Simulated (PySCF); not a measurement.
**Exercise with solution: dipole moment from atomic charges**

Ge₂H₆S, SMILES [GeH3][S][GeH3]. Atoms are numbered in the order given.

```xyz
9

Ge     1.6927    -0.2467     0.0442
S      0.0036    -0.4092    -1.4312
Ge    -1.6999     0.2000    -0.0958
H      2.9611    -0.6345    -0.7347
H      1.7996     1.1980     0.5750
H      1.4630    -1.2114     1.2261
H     -1.8184    -0.7738     1.0951
H     -2.9593     0.1366    -0.9766
H     -1.4766     1.6321     0.4332
```

Coordinates come from a B3LYP-D3(BJ)/def2-SVP optimisation.

Charges (e) from HF/def2-TZVP (PySCF):

| atom | IAO | Mulliken |
|---|---|---|
| Ge1 | 0.644 | 0.273 |
| S2 | -0.477 | -0.534 |
| Ge3 | 0.644 | 0.273 |
| H4 | -0.123 | 0.004 |
| H5 | -0.141 | -0.005 |
| H6 | -0.141 | -0.005 |
| H7 | -0.141 | -0.005 |
| H8 | -0.123 | 0.004 |
| H9 | -0.141 | -0.005 |

The dipole moment of the full density is 1.48 D.

What dipole moment does each set of point charges give, and which comes closer to that of the density?


μ = Σ q r, and 1 e Å = 4.8032 D.
IAO: Σ q r = (-0.002, 0.107, 0.390) e Å, |μ| = 1.95 D.
Mulliken: Σ q r = (-0.004, 0.200, 0.727) e Å, |μ| = 3.62 D.
IAO comes closer in size. Point charges leave out the atoms' own dipoles (lone pairs, polarised bonds); fits to the potential absorb them, partitions of the density don't.
